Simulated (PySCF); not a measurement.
# Relaxation of triplet ZrF₂

Computed with UPBE0 in PySCF with Zr def2-TZVP with ECP28, F def2-TZVP; scalar-relativistic core potentials, no spin–orbit coupling; density-fitted integrals. A (50,194) grid was used.

A hand-made linear start, of D∞h symmetry, held to at least that symmetry:

```xyz
3
charge 0 multiplicity 3, angstrom
Zr    0.0000    0.0000    0.0000
F     0.0000    0.0000    2.1800
F     0.0000    0.0000   -2.1800
```

Optimiser trace:
```csv
step,E − E(last) (kJ/mol),largest gradient (Eh/bohr)
0,103.78,0.06901
1,18.29,0.03743
2,10.68,0.03690
3,0.32,0.00568
4,0.01,0.00086
5,0.00,0.00003
```

It ends at D∞h with Zr–F 1.934 Å (×2); F–Zr–F 180.0°. A frequency run shows 2 imaginary modes (one degenerate set), down to 94i cm⁻¹, so it is a higher-order saddle point. Other isomers or separated fragments may lie lower.

Final geometry:
```xyz
3
charge 0 multiplicity 3, angstrom
Zr    0.0000    0.0000    0.0000
F     0.0000    0.0000    1.9338
F     0.0000    0.0000   -1.9338
```

Other spin states or occupations of the open shell can lie lower.

The relaxation took of the order of 30 core-seconds on a shared host.
